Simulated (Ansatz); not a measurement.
Calculated with Ansatz (gas phase, PBE0-D4/def2-TZVP geometries, no zero-point term in ΔE). CBS: MP2 limit from def2 TZ/QZ plus the TZ coupled-cluster correction, frozen cores. DFT in def2-TZVPP. B3LYP here is the variant with VWN-RPA as its local correlation; programs differ in this. For Ga, Se outer-core shells are correlated without core-valence functions, which leaves a few kJ/mol of doubt a bond. Scalar relativity is left out up to krypton. Each species was taken in one conformer, which may not be the lowest.

Consider the ligand exchange at the Si–C bond: `[SiH3]C[S][GaH2]` + `N[SiH2][SeH]` → `N[SiH2][Se][SiH3]` + `C[S][GaH2]`.

```tsv
level	ΔE (kJ/mol)	difference from CCSD(T)/CBS
r2SCAN-D4	-72.0	-2.1
PBE0-D4	-72.2	-2.3
B3LYP-D4	-67.9	2.0
ωB97X-V	-68.4	1.5
ωB97M-V	-67.9	2.0
PBE	-71.0	-1.1
r2SCAN	-72.2	-2.3
HF/def2-TZVPP	-72.7	-2.8
MP2/def2-TZVPP	-70.6	-0.7
SCS-MP2/def2-TZVPP	-68.8	1.1
CCSD/def2-TZVPP	-66.6	3.3
CCSD(T)/def2-TZVPP	-66.6	3.3
MP2/def2-QZVPP	-72.4	-2.5
SCS-MP2/def2-QZVPP	-70.4	-0.5
HF/CBS(def2)	-72.2	-2.3
CCSD/CBS(def2)	-70.0	-0.1
CCSD(T)/CBS	-69.9	0
```

Largest T1 diagnostic among the species: 0.013.
